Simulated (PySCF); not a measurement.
Te(F)(SiH3) (FH₃SiTe), SMILES F[Te][SiH3].

The structure is a stationary point at B3LYP-D3(BJ)/def2-SVP. The def2 effective core potentials stand for the cores of Te; spin–orbit coupling is left out.

Method: PBE0/def2-TZVPD run with PySCF.

Symmetry labels are those of the subgroup Cs that the program uses (full group Cs).

### Question
List the valence orbital energies around the gap with their symmetry. (An estimate is asked for; the answer gives what the named calculation found.)

### Answer

```tsv
orbital	symmetry	energy (eV)
HOMO−7	A'	-15.20
HOMO−6	A'	-12.07
HOMO−5	A'	-11.64
HOMO−4	A"	-11.52
HOMO−3	A'	-10.45
HOMO−2	A"	-10.39
HOMO−1	A'	-8.59
HOMO	A"	-6.68
LUMO	A'	-2.80
LUMO+1	A'	-0.86
LUMO+2	A'	0.07
LUMO+3	A"	0.53
```
